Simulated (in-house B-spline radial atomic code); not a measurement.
In⁺ is squeezed into an impenetrable sphere of radius R (the orbitals vanish at R). No spin polarisation. Method: non-relativistic Hartree-Fock, average of configuration, point nucleus. Calculated with a B-spline radial code for spherical atoms.

Energies in eV above the free ion in [Kr] 4d10 5s2:

| R (bohr) | highest level (eV) | [Kr] 4d10 5s2 | [Ar] 3d9 4s2 4p6 4d10 5s2 5f1 | [Ar] 3d9 4s2 4p6 4d10 4f1 5s2 | -dE/dV in [Kr] 4d10 5s2 (GPa) |
| --- | --- | --- | --- | --- | --- |
| 7.22 | -16.5 | 0.04839 | 480.7 | 470.2 | 0.13 |
| 5.72 | -16.1 | 0.5083 | 489.2 | 473.9 | 2.02 |
| 4.96 | -15.4 | 1.577 | 496.6 | 477.6 | 8.13 |
| 4.47 | -14.3 | 3.246 | 503.9 | 481.6 | 20.7 |
| 3.43 | -7.66 | 16.05 | 537 | 501 | 192 |
| 2.99 | 0.502 | 34.13 | 570.7 | 522.6 | 592 |
| 2.64 | 13.4 | 66.17 | 620.9 | 557.3 | 1630 |
| 2.36 | 32.2 | 118.6 | 693.8 | 611.6 | 4000 |
| 1.85 | 116 | 403.5 | 1042 | 898 | 26800 |
| 1.54 | 247 | 965 | 1679 | 1460 | 105000 |

Question: Does [Ar] 3d9 4s2 4p6 4d10 5s2 5f1 fall below [Kr] 4d10 5s2 under compression?

Answer: No, it stays above over the whole range.

Question: Does [Ar] 3d9 4s2 4p6 4d10 4f1 5s2 fall below [Kr] 4d10 5s2 under compression?

Answer: No, it stays above over the whole range.

The highest level is first positive in the row R = 2.99 bohr, pushed up by confinement above the zero of the free ion's potential. Each configuration is held fixed and needn't be the lowest in the sphere.
